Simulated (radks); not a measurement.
The numbers below are computed, except where a source is named.
Neutral xenon inside a hard spherical wall (all orbitals vanish at R), configuration held at [Xe] and not refilled when levels cross. Level of theory: scalar-relativistic Kohn-Sham, LDA (Slater exchange, VWN5 correlation), spin-polarised, spherical densities, finite nucleus; Fermi nuclear charge, rms radius 4.7859 fm (a radial shooting solver on a logarithmic mesh with Libxc functionals). Eigenvalues in eV for spin up, with the zero of energy where the potential of the charges vanishes at infinity; a dash marks a level that is unbound or too diffuse for the functional's potential to be trusted. A positive occupied level is held by the wall or, in an anion where self-interaction has pushed it up, behind a barrier. The pressure on the wall is -dE/dV.

R (bohr)  E (hartree)  kinetic (hartree)    e(4p)    e(4d)    e(5s)   e(5p)  e(6s, empty)  e(5d, empty)  pressure (GPa)
free      -7441.12114           7822.543  -141.03  -59.456  -19.983  -8.386        -0.498             -               0
15        -7441.12114           7822.543  -141.03  -59.456  -19.983  -8.386        -0.452         1.243        < 0.0001
10        -7441.12111           7822.543  -141.02  -59.453  -19.981  -8.383        -0.061         1.897         0.00121
7         -7441.11747           7822.578  -140.85  -59.275  -19.834  -8.240         1.879         3.256           0.274
5         -7441.03613           7823.132  -138.97  -57.429  -18.386  -6.701         9.723         7.258            12.7
3.5       -7440.11015           7827.681  -129.87  -48.582  -11.050   2.016        40.946        21.848             334
3         -7438.66471           7833.650  -121.79  -40.833   -3.216  11.624        71.513        36.075            1170
2.5       -7434.74698           7848.348  -107.52  -27.218   14.205  32.762        132.97        65.155            4780
1.5       -7373.98944           8043.851  -10.598   73.781   221.12  263.06        654.92        325.72          198000
